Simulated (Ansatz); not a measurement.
Wavefunction ladder for ClH₄OSi₂, SMILES `O[Si]([SiH3])Cl` radical

| atom | x (Å) | y (Å) | z (Å) |
| --- | --- | --- | --- |
| O1 | 0.765 | 0.420 | -1.813 |
| Si2 | -0.332 | -0.454 | -0.950 |
| Si3 | -0.436 | 0.465 | 1.213 |
| Cl4 | 0.314 | -2.425 | -0.828 |
| H5 | 1.137 | 0.028 | -2.606 |
| H6 | -0.909 | 1.870 | 1.107 |
| H7 | 0.885 | 0.429 | 1.895 |
| H8 | -1.424 | -0.334 | 1.982 |

Charge 0, multiplicity 2. All single points use the PBE0-D4/def2-TZVP geometry. It is one conformer, not always the lowest. Frozen core, unrestricted reference, the Gaussian-basis code of Ansatz. CBS rows extrapolate triple and quadruple zeta; past MP2 they add the triple-zeta difference.

| basis | HF (Eh) | MP2 corr. | CCSD corr. | (T) | CCSD(T) total |
| --- | --- | --- | --- | --- | --- |
| def2-SVP | -1114.21986 | -0.49508 | -0.54362 | -0.01289 | -1114.77637 |
| def2-TZVPP | -1114.69061 | -0.65110 | -0.70047 | -0.02733 | -1115.41841 |
| def2-QZVPP | -1114.72537 | -0.70868 | – | – | – |
| CBS(def2) | -1114.73016 | -0.75132 | -0.80069 | as TZ | -1115.55818 |
